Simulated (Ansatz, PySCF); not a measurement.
Gas-phase reaction in SMILES: C=CCCl -> C/C=C/Cl
Each molecule is optimised on its own at B3LYP-D3(BJ)/def2-TZVP (Ansatz, a first-principles code), one conformer each, not searched for the lowest.

Quantity: isomerisation energy (enthalpy at 298 K, with B3LYP-D3(BJ) rigid-rotor harmonic-oscillator terms from PySCF), in kJ/mol. Valence correlation only, unless marked. No spin-orbit coupling. Non-relativistic unless marked X2C. CBS(X,Y): correlation extrapolated as X^-3; Hartree-Fock from the larger set.

| level | program | isomerisation energy (kJ/mol) |
|---|---|---|
| PBE-D3(BJ)/def2-TZVPD | Ansatz + dftd3 | -13.9 |
| LC-wPBE/def2-TZVPD | Ansatz | … |
| B2PLYP/def2-TZVPD | Ansatz | … |
| CCSD/STO-3G | Ansatz | -11.9 |
| X2C-CCSD(T)/cc-pVTZ-DK | Ansatz | -7.9 |
| CCSD(T)/CBS(cc-pV(T+d)Z,cc-pV(Q+d)Z) | Ansatz | -8.5 |

Problem. What belongs in the gaps?

Solution. 
- LC-wPBE/def2-TZVPD, isomerisation energy (kJ/mol): -14.7
- B2PLYP/def2-TZVPD, isomerisation energy (kJ/mol): -9.3
